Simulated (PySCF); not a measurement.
**A small calculation by hand: oscillator strength and radiative lifetime**

SiBr2, SMILES Br[Si]Br (connectivity only; charge and spin as stated), neutral, multiplicity 1.

Geometry: PBE0-D3(BJ)/def2-TZVP. The isomer is the one that the SMILES or the coordinates give; other isomers of the formula were not compared.

TDDFT-PBE/def2-SVPD (PySCF 2.14.0) puts the first singlet state with f over 0.02 at 4.36 eV (vertical), with the transition dipole (0.000, -0.613, 0.000) in atomic units.

Question: Find the oscillator strength, the wavelength and the radiative lifetime that this transition would have in vacuum if emission retraced absorption.

Answer: 
|μ|² = 0.3758 au, so |μ| = 1.56 D. ΔE = 4.36/27.211 = 0.1602 hartree. f = (2/3) ΔE |μ|² = 0.040 (the program prints 0.040).
λ = 1239.84/4.36 = 284 nm; ν = 35166 cm⁻¹.
Einstein's coefficient A = 0.6670 ν² f s⁻¹ (ν in cm⁻¹) = 3.3e7 s⁻¹, so τ = 1/A = 30 ns. This state is S3; the lower singlets have f = 0.009, 0.000. The figure is the radiative limit of this one transition; relaxation, internal conversion, crossing to triplets and a medium change what is measured.
